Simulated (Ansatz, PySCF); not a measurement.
Process, species as SMILES: [CH3][Ge]([CH3])([CH3])[NH2] → [CH2][Ge]([CH3])([CH3])[NH2] + H atom (the C-H bond at the site shown breaks; other sites are not compared here)
Structures are relaxed separately at B3LYP-D3(BJ)/def2-TZVP in Ansatz (an electronic-structure program), one conformer each, not searched for the lowest. Frequencies are from Ansatz or PySCF.

Property: bond dissociation energy (0 K, with B3LYP-D3(BJ) harmonic zero-point energies), in eV. Correlated levels leave the core frozen unless marked. UHF or UKS for open shells. Spin-orbit coupling is left out. Frozen are the shells of the preceding noble gas and the d and f shells that filled before the atom's block. No relativistic terms. CBS(X,Y): correlation extrapolated as X^-3; Hartree-Fock from the larger set.

```json
[
 {"level": "BLYP-D4/def2-TZVPD", "program": "Ansatz + dftd4", "bond dissociation energy (eV)": "(withheld)"},
 {"level": "B3LYP/def2-TZVPD", "program": "Ansatz", "bond dissociation energy (eV)": "4.27"},
 {"level": "PBE0/def2-TZVP", "program": "Ansatz", "bond dissociation energy (eV)": "4.21"},
 {"level": "HSE06-D4/def2-TZVPD", "program": "Ansatz + dftd4", "bond dissociation energy (eV)": "4.23"},
 {"level": "LC-wPBE-D3(BJ)/def2-TZVPD", "program": "Ansatz + dftd3", "bond dissociation energy (eV)": "4.21"},
 {"level": "B2GP-PLYP-D3(BJ)/def2-TZVPD", "program": "Ansatz + dftd3", "bond dissociation energy (eV)": "4.27"},
 {"level": "RPA@PBE/cc-pVQZ", "program": "Ansatz", "bond dissociation energy (eV)": "4.28"},
 {"level": "SCS-MP2/6-31G", "program": "Ansatz", "bond dissociation energy (eV)": "3.86"},
 {"level": "SCS-MP2/6-31G*", "program": "Ansatz", "bond dissociation energy (eV)": "4.01"},
 {"level": "CCSD/STO-3G", "program": "Ansatz", "bond dissociation energy (eV)": "4.99"},
 {"level": "CCSD/6-31G", "program": "Ansatz", "bond dissociation energy (eV)": "(withheld)"},
 {"level": "CCSD(T)/CBS(cc-pVTZ,cc-pVQZ)", "program": "Ansatz", "bond dissociation energy (eV)": "(withheld)"}
]
```

### Question
Some entries are withheld; supply them.

### Answer

- BLYP-D4/def2-TZVPD, bond dissociation energy (eV): 4.24
- CCSD/6-31G, bond dissociation energy (eV): 3.83
- CCSD(T)/CBS(cc-pVTZ,cc-pVQZ), bond dissociation energy (eV): 4.37
